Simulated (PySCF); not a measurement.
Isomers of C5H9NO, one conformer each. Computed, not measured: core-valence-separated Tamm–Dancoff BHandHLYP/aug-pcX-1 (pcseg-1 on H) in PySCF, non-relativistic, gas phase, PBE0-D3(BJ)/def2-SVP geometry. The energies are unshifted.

P. `COC1=NCCC1`
Q. `C=C(CC)C(N)=O`
R. `CC(C)(C)N=C=O`
S. `C=CC(=O)N(C)C`

Main lines, eV (oscillator strength):
1. C K: 285.5 (0.039), 286.1 (0.081), 286.2 (0.086), 286.3 (0.094), 287.0 (0.088); N K: 399.2 (0.026), 399.8 (0.042), 402.0 (0.009), 402.5 (0.005); O K: 532.1 (0.037), 533.2 (0.036), 534.0 (0.006), 536.4 (0.008)
2. C K: 282.2 (0.057), 282.5 (0.054), 284.6 (0.076), 285.3 (0.011), 285.8 (0.014); N K: 399.4 (0.015), 400.1 (0.011), 401.0 (0.035), 402.2 (0.012); O K: 529.0 (0.039), 533.5 (0.004)
3. C K: 284.9 (0.078), 285.6 (0.014), 285.8 (0.013), 286.0 (0.044), 286.2 (0.016); N K: 397.0 (0.054), 401.7 (0.006); O K: 533.8 (0.018), 534.6 (0.013), 534.8 (0.011), 536.0 (0.002), 536.2 (0.007)
4. C K: 281.9 (0.063), 282.5 (0.046), 284.7 (0.072), 286.0 (0.014), 286.1 (0.015); N K: 399.4 (0.021), 402.1 (0.013), 402.4 (0.009), 402.5 (0.003), 403.1 (0.006); O K: 529.1 (0.034), 533.3 (0.005)
Listed: the first five lines at most of each edge with a tenth or more of its strongest line's intensity; roots within 0.03 eV on the same or equivalent atoms are summed. Only the lowest roots were sought, and the top ones are left out.

Task: Which spectrum belongs to which isomer?

Result: 1 = R, 2 = Q, 3 = P, 4 = S.
- P: first C line listed at 284.9 eV, hole on the C=N carbon (1s→π*); first N line listed at 397.0 eV, hole on the C=N nitrogen; first O line listed at 533.8 eV, hole on the oxygen bonded to 2 C.
- Q: first C line listed at 282.2 eV, hole on the terminal =CH2 carbon (1s→π*); first N line listed at 399.4 eV, hole on the amide nitrogen; first O line listed at 529.0 eV, hole on the amide oxygen (1s→π*).
- R: first C line listed at 285.5 eV, hole on the methyl carbon; first N line listed at 399.2 eV, hole on the isocyanate nitrogen; first O line listed at 532.1 eV, hole on the oxygen bonded to C.
- S: first C line listed at 281.9 eV, hole on the terminal =CH2 carbon (1s→π*); first N line listed at 399.4 eV, hole on the amide nitrogen; first O line listed at 529.1 eV, hole on the amide oxygen (1s→π*).

Task: What are the ground-state energies of the isomers at BHandHLYP/aug-pcX-1 (pcseg-1 on H), relative to the lowest?

Result: P 67.1, Q 22.5, R 0.0, S 83.0 kJ/mol (electronic energies on these geometries, no dispersion or zero-point terms).
